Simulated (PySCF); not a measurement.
Job for PySCF: D3(BJ) and D4 dispersion corrections on CH3FOSn (SMILES C[O][Sn][F]), a point of a torsion scan.

```python
from pyscf import gto
from pyscf.dispersion import dftd3, dftd4

mol = gto.M(
    atom='''
    C    -0.94646629   -0.22239739    0.25815299
    O    -0.45267232    1.03523290   -0.14815365
    Sn   -0.09166616    2.67589285   -1.22837508
    F    -1.11443681    2.44923173   -3.04441296
    H    -0.62621921   -0.99849024   -0.43841640
    H    -2.03685539   -0.20900947    0.28999993
    H    -0.56023529   -0.45147871    1.25444219
    ''',
    basis='def2-svp',
    charge=0, spin=0, verbose=0, max_memory=1800)
d3, d4 = {}, {}
for xc in ['hf', 'pbe', 'blyp', 'revpbe', 'tpss', 'r2scan', 'b3lyp', 'pbe0', 'bhlyp', 'camb3lyp', 'b2plyp']:
    d3[xc] = float(dftd3.DFTD3Dispersion(mol, xc=xc, version='d3bj', atm=False).get_dispersion()['energy'])
    print(f'D3(BJ) {xc:10s} {d3[xc]:14.8f} Eh')
for xc in ['hf', 'pbe', 'blyp', 'revpbe', 'tpss', 'r2scan', 'b3lyp', 'pbe0', 'bhlyp', 'camb3lyp', 'b2plyp']:
    d4[xc] = float(dftd4.DFTD4Dispersion(mol, xc={'camb3lyp': 'cam-b3lyp'}.get(xc, xc), atm=True).get_dispersion()['energy'])
    print(f'D4     {xc:10s} {d4[xc]:14.8f} Eh')
```

Program output:

```
D3(BJ) hf            -0.03222884 Eh
D3(BJ) pbe           -0.00392893 Eh
D3(BJ) blyp          -0.00871912 Eh
D3(BJ) revpbe        -0.00964195 Eh
D3(BJ) tpss          -0.00511145 Eh
D3(BJ) r2scan        -0.00112716 Eh
D3(BJ) b3lyp         -0.00719992 Eh
D3(BJ) pbe0          -0.00355458 Eh
D3(BJ) bhlyp         -0.00590881 Eh
D3(BJ) camb3lyp      -0.00348341 Eh
D3(BJ) b2plyp        -0.00354873 Eh
D4     hf            -0.01520387 Eh
D4     pbe           -0.00436625 Eh
D4     blyp          -0.00953473 Eh
D4     revpbe        -0.01287984 Eh
D4     tpss          -0.00588515 Eh
D4     r2scan        -0.00104323 Eh
D4     b3lyp         -0.00709651 Eh
D4     pbe0          -0.00371264 Eh
D4     bhlyp         -0.00574625 Eh
D4     camb3lyp      -0.00381418 Eh
D4     b2plyp        -0.00304786 Eh
```

The run finished.

Cost: about 0.020 core-seconds (a rough figure).
